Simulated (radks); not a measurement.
Values are calculated unless marked as measured or tabulated.
Question: All-electron atom: Ho LIII in [Ne] 3s1 3p3 4f1 (not the ground configuration). Level of theory: Dirac Kohn-Sham, B86b exchange with PBE correlation, spin-unpolarised, spherical densities, finite nucleus; open shells fill j = l - 1/2 first; Fermi nuclear charge, rms radius 5.2022 fm (a radial shooting solver on a logarithmic mesh with Libxc functionals).

Spin-orbit splittings of the eigenvalues, e(l+1/2) - e(l-1/2), with zeta = 2 splitting/(2l+1) and mean radii in bohr:

shell  occ.  splitting (eV)  zeta (eV)  <r> j=l-1/2  <r> j=l+1/2
2p        6           880.5      587.0      0.07188      0.07877
3p        3           229.4      152.9       0.1975       0.2078
3d        0               ?          ?       0.1786       0.1818
4f        1           8.914      2.547       0.3269       0.3289

Estimate the 3d splitting.

Answer: 55.21 eV (zeta = 22.09 eV).
